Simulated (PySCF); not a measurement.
## How methods differ on the ionisation energy of Ir

Ir [Xe] 4f14 5d7 6s2 (4F) → Ir⁺ [Xe] 4f14 5d7 6s1 (5F), as a difference of total energies. Calculation: PySCF 2.14, in x2c-TZVPPall with one added diffuse shell each of s, p, d, f type (12s8p8d4f1g, 113 functions); the spin-free X2C one-electron Hamiltonian (Gaussian nucleus). Correlated levels: valence: [Xe] 4f14 frozen. The calculations carry no spin-orbit coupling.

Question: Order these methods by the ionisation energy they give, lowest first.
A. MP2 (valence)
B. UHF
C. SCS-MP2 (valence)
D. CCSD (valence)

Answer: B (7.061 eV), D (8.599 eV), A (8.651 eV), C (8.801 eV).

Errors of the correlated levels include the incompleteness of this basis and the frozen core.

For comparison: 8.926 eV (measured; NIST levels, between the centres of gravity of the two terms).
